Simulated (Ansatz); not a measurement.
Abridged output of a molecular run in Ansatz:

```
Functional definition: HF
1546 factors; integrals over basis functions are off by at most 1.0e-3 eV
mean field evaluation 1: about -123587.3897 eV, gradient 2.8e1 eV
mean field evaluation 2: about -123587.5859 eV, gradient 2.9e1 eV
mean field evaluation 4: about -123590.2199 eV, gradient 3.6e0 eV
mean field evaluation 8: about -123590.2660 eV, gradient 2.3e-1 eV
mean field -123590.26630809 eV, -4541.8585143311 hartree, gradient 2.1e-6 eV, S^2 0.000000; 0 other end points of the search recorded, 0 dependent functions left out
20 core orbitals not correlated: weight in the atoms' cores, before any rotation towards them, 1.000 or more for the frozen orbitals, at most 0.000 for the correlated occupied ones
reference -123590.26630809 eV, -4541.8585143311 hartree; 22, 22 occupied and 214, 214 virtual orbitals, 1546 factors
second order -22.81920034 eV of doubles, -0.00000000 eV of singles
cycle   1  -23.00395175 eV  change   -1.8e-1 eV  update   1.1e-1
cycle   2  -23.68213497 eV  change   -6.8e-1 eV  update   3.1e-2
cycle   3  -23.76689585 eV  change   -8.5e-2 eV  update   1.5e-2
cycle   4  -23.75427850 eV  change    1.3e-2 eV  update   3.7e-3
cycle   5  -23.75460041 eV  change   -3.2e-4 eV  update   1.8e-3
cycle   6  -23.75449819 eV  change    1.0e-4 eV  update   5.3e-4
cycle   7  -23.75430080 eV  change    2.0e-4 eV  update   2.2e-4
cycle   8  -23.75438528 eV  change   -8.4e-5 eV  update   7.0e-5
cycle   9  -23.75439996 eV  change   -1.5e-5 eV  update   2.5e-5
perturbative correction -0.96360375 eV, -0.0354117847 hartree
Total energy: -123614.98431180 eV, -4542.7668842130 hartree
```

Its atoms:

```xyz
11

B     0.453   -1.628   -0.765
Ge    0.011    0.344   -0.770
C    -1.102    1.287    0.528
Se    1.938   -0.669    0.496
H     1.044   -2.024   -1.725
H    -0.235   -2.354   -0.112
H     0.710    1.363   -1.694
H    -0.562    2.116    0.985
H    -1.978    1.687    0.012
H    -1.441    0.597    1.301
H     1.162   -0.719    1.743
```

Question: Which basis set was used?
A. cc-pV(Q+d)Z
B. def2-SVP
C. def2-TZVPPD
D. def2-TZVPP

Answer: D. It gives 256 functions.

Question: Write the keys of the input that set method, charge and spin (a neutral closed shell needs none for the last two).

Answer: 
```yaml
correlation: {method: ccsd_t}
```
